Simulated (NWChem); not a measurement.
System: SiHSF3; SMILES F[Si](F)(F)S

NWChem input:

```
start job
memory heap 200 mb stack 900 mb global 1100 mb
geometry units angstroms
  F     -0.836081     0.671636     1.340719
  Si    -0.265018     0.109013    -0.024487
  F     -0.354274     1.348285    -1.005621
  F     -1.316290    -0.941835    -0.546356
  S      1.646973    -0.745016     0.127329
  H      2.237464     0.342630     0.613609
end
basis spherical
  * library def2-svp
end
dft
  xc pbe0
  iterations 150
end
driver
  maxiter 120
end
task dft optimize
task dft freq
```

NWChem printed, in part:

```
             Northwest Computational Chemistry Package (NWChem) 7.3.0
             --------------------------------------------------------

 C1  symmetry detected

                             Geometry "geometry" -> ""
                             -------------------------

 Output coordinates in angstroms (scale by  1.889725989 to convert to a.u.)

  No.       Tag          Charge          X              Y              Z
 ---- ---------------- ---------- -------------- -------------- --------------
    1 F                    9.0000     0.75586273    -0.97132730    -1.22092614
    2 Si                  14.0000    -0.01944474    -0.32690965    -0.00024222
    3 F                    9.0000     0.66745736    -0.98256067     1.26651463
    4 F                    9.0000    -1.48556247    -0.90102184    -0.05216114
    5 S                   16.0000    -0.02884025     1.77261867     0.00372772
    6 H                    1.0000     1.29385186     1.90902454     0.00290135

 Effective nuclear repulsion energy (a.u.)     321.6260538201

                                Z-matrix (autoz)
                                --------

 Units are Angstrom for bonds and degrees for angles

      Type          Name      I     J     K     L     M      Value
      ----------- --------  ----- ----- ----- ----- ----- ----------
    1 Stretch                  1     2                       1.58318
    2 Stretch                  2     3                       1.58316
    3 Stretch                  2     4                       1.57537
    4 Stretch                  2     5                       2.09955
    5 Stretch                  5     6                       1.32971
    6 Bend                     1     2     3               103.64404
    7 Bend                     1     2     4               106.37992
    8 Bend                     1     2     5               114.24792
    9 Bend                     2     5     6                95.63147
   10 Bend                     3     2     4               106.21458
   11 Bend                     3     2     5               114.49195
   12 Bend                     4     2     5               111.12001
   13 Torsion                  1     2     5     6         -57.60296
   14 Torsion                  3     2     5     6          61.70397
   15 Torsion                  4     2     5     6        -177.97074

                           NWChem Geometry Optimization
                           ----------------------------

 maximum gradient threshold         (gmax) =   0.000450
 rms gradient threshold             (grms) =   0.000300
 maximum cartesian step threshold   (xmax) =   0.001800
 rms cartesian step threshold       (xrms) =   0.001200
 fixed trust radius                (trust) =   0.300000
 source of zmatrix                         =   autoz

          -------------------
          Energy Minimization
          -------------------

 Using diagonal initial Hessian
 Scaling for Hessian diagonals: bonds = 1.00  angles = 0.25  torsions = 0.10

          --------
          Step   0

                                 NWChem DFT Module
                                 -----------------

 Summary of "ao basis" -> "ao basis" (spherical)
 ------------------------------------------------------------------------------
       Tag                 Description            Shells   Functions and Types
 ---------------- ------------------------------  ------  ---------------------
 F                          def2-svp                 6       14   3s2p1d
 Si                         def2-svp                 8       18   4s3p1d
 S                          def2-svp                 8       18   4s3p1d
 H                          def2-svp                 3        5   2s1p

[...]

      ----------------------
      Optimization converged
      ----------------------

  Step       Energy      Delta E   Gmax     Grms     Xrms     Xmax
  ---- ---------------- -------- -------- -------- -------- --------
@    5    -987.03321823 -1.6D-07  0.00005  0.00002  0.00060  0.00145
                                     ok       ok       ok       ok

                                Z-matrix (autoz)
                                --------

 Units are Angstrom for bonds and degrees for angles

      Type          Name      I     J     K     L     M      Value     Gradient
      ----------- --------  ----- ----- ----- ----- ----- ---------- ----------
    1 Stretch                  1     2                       1.59965    0.00003
    2 Stretch                  2     3                       1.59963    0.00003
    3 Stretch                  2     4                       1.59622   -0.00004
    4 Stretch                  2     5                       2.09489    0.00000
    5 Stretch                  5     6                       1.35247   -0.00005
    6 Bend                     1     2     3               105.76780   -0.00002
    7 Bend                     1     2     4               108.61481    0.00001
    8 Bend                     1     2     5               112.82863    0.00000
    9 Bend                     2     5     6                92.61879   -0.00001
   10 Bend                     3     2     4               108.40794   -0.00000
   11 Bend                     3     2     5               113.07139    0.00002
   12 Bend                     4     2     5               108.00031   -0.00000
   13 Torsion                  1     2     5     6         -58.24230    0.00002
   14 Torsion                  3     2     5     6          61.74232    0.00000
   15 Torsion                  4     2     5     6        -178.30410    0.00001

                         Geometry "geometry" -> "geometry"
                         ---------------------------------

 Output coordinates in angstroms (scale by  1.889725989 to convert to a.u.)

  No.       Tag          Charge          X              Y              Z
 ---- ---------------- ---------- -------------- -------------- --------------
    1 F                    9.0000     0.78387355    -0.94176255    -1.25186017
    2 Si                  14.0000    -0.01095522    -0.33999984    -0.00085143
    3 F                    9.0000     0.69471271    -0.95202281     1.29771674
    4 F                    9.0000    -1.51660957    -0.86753244    -0.05219470
    5 S                   16.0000    -0.05849675     1.75435287     0.00079379
    6 H                    1.0000     1.29079978     1.84678854     0.00620998

 Effective nuclear repulsion energy (a.u.)     319.6983058962

                Final and change from initial internal coordinates
                --------------------------------------------------

                                Z-matrix (autoz)
                                --------

[...]

 Rotational Constants
 --------------------
 A=   0.131636 cm-1  (  0.189391 K)
 B=   0.078339 cm-1  (  0.112709 K)
 C=   0.076760 cm-1  (  0.110438 K)

 Temperature                      =   298.15K
 frequency scaling parameter      =   1.0000

 Zero-Point correction to Energy  =   11.959 kcal/mol  (  0.019058 au)
 Thermal correction to Energy     =   15.894 kcal/mol  (  0.025329 au)
 Thermal correction to Enthalpy   =   16.486 kcal/mol  (  0.026272 au)

 Total Entropy                    =   80.101 cal/mol-K
   - Translational                =   40.192 cal/mol-K (mol. weight = 117.9520)
   - Rotational                   =   27.101 cal/mol-K (symmetry #  =        1)
   - Vibrational                  =   12.808 cal/mol-K

 Cv (constant volume heat capacity) =   19.606 cal/mol-K
   - Translational                  =    2.979 cal/mol-K
   - Rotational                     =    2.979 cal/mol-K
   - Vibrational                    =   13.647 cal/mol-K

[normal modes left out]

 ----------------------------------------------------------------------------
 Normal Eigenvalue ||           Projected Infra Red Intensities
  Mode   [cm**-1]  || [atomic units] [(debye/angs)**2] [(KM/mol)] [arbitrary]
 ------ ---------- || -------------- ----------------- ---------- -----------
    1       -0.000 ||    0.000080           0.002         0.078       0.018
    2       -0.000 ||    0.000001           0.000         0.001       0.000
    3       -0.000 ||    0.000183           0.004         0.179       0.042
    4        0.000 ||    0.000210           0.005         0.204       0.048
    5        0.000 ||    0.000391           0.009         0.381       0.090
    6        0.000 ||    0.000512           0.012         0.499       0.117
    7       89.238 ||    0.018071           0.417        17.616       4.143
    8      192.864 ||    0.002514           0.058         2.451       0.576
    9      223.860 ||    0.010550           0.243        10.285       2.419
   10      315.721 ||    0.027452           0.633        26.762       6.293
   11      321.210 ||    0.020817           0.480        20.294       4.772
   12      332.709 ||    0.041561           0.959        40.516       9.528
   13      557.625 ||    0.079065           1.824        77.076      18.125
   14      745.691 ||    0.007424           0.171         7.237       1.702
   15      872.423 ||    0.233757           5.393       227.878      53.588
   16      990.761 ||    0.174748           4.032       170.353      40.060
   17     1015.027 ||    0.163891           3.781       159.769      37.571
   18     2712.286 ||    0.003956           0.091         3.856       0.907
 ----------------------------------------------------------------------------
```

Level: PBE0/def2-SVP.
